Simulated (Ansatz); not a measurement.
In₂As (the lowest doublet isomer of a short search). The state is a doublet with charge 0. Geometry PBE-D4/def2-TZVP, basis def2-TZVP, Ansatz.

Cartesian coordinates in Å:
```
In 1.0950 -1.0668 1.7037
In -1.8528 0.7076 -1.1429
As 0.7578 0.3593 -0.5608
```

```json
{"run": "A", "HOMO (eV)": "-4.42", "LUMO (eV)": "-4.20"}
{"run": "B", "HOMO (eV)": "-5.16", "LUMO (eV)": "-3.29"}
{"run": "C", "HOMO (eV)": "-4.47", "LUMO (eV)": "-4.08"}
{"run": "D", "HOMO (eV)": "-4.79", "LUMO (eV)": "-3.66"}
{"run": "E", "HOMO (eV)": "-7.23", "LUMO (eV)": "-1.08"}
{"run": "F", "HOMO (eV)": "-5.78", "LUMO (eV)": "-2.45"}
```

In the def2 sets In takes a core potential; there is no spin–orbit coupling. LC-ωPBE has ω = 0.4 bohr⁻¹. HSE06 is defined as in plane-wave codes, on full-range PBE exchange. The structure comes from a short search, and lower isomers may exist.

HOMO and LUMO are taken over both spins.

**Question.** The runs used B97M-V, BHLYP, HSE06, LC-ωPBE, PBE, PBE0. Estimate which is which.

**Answer.** A PBE (0 % exact exchange); B PBE0 (25 % exact exchange); C B97M-V (0 % exact exchange); D HSE06 (range-separated); E LC-ωPBE (range-separated); F BHLYP (50 % exact exchange). Exact exchange lowers occupied and raises empty levels; among semilocal functionals meta-GGAs tend to open the gap a little, and such runs are hard to tell apart. The gap grows from 0.22 eV (PBE) to 6.16 eV (LC-ωPBE).
